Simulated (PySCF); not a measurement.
Vertical excitations of a molecule CH7AlOSi from TDA-PBE/def2-SVPD (PySCF), as energy in eV (oscillator strength): 4.67 (0.013), 5.36 (0.074), 5.96 (0.009), 5.99 (0.137), 6.28 (0.024), 6.55 (0.002), 6.63 (0.025), 6.65 (0.019), 6.77 (0.006), 6.80 (0.017). Lowest triplet (TDA): 4.01 eV. The structure is a stationary point at r2SCAN-D4/def2-SVP. Other conformers were not sampled.

### Question
Which molecule gave these data?
A. [CH3][Al]([OH])[SiH3]
B. C[O][AlH][SiH3]
C. [CH3][AlH][O][SiH3]

### Answer
A, [CH3][Al]([OH])[SiH3]
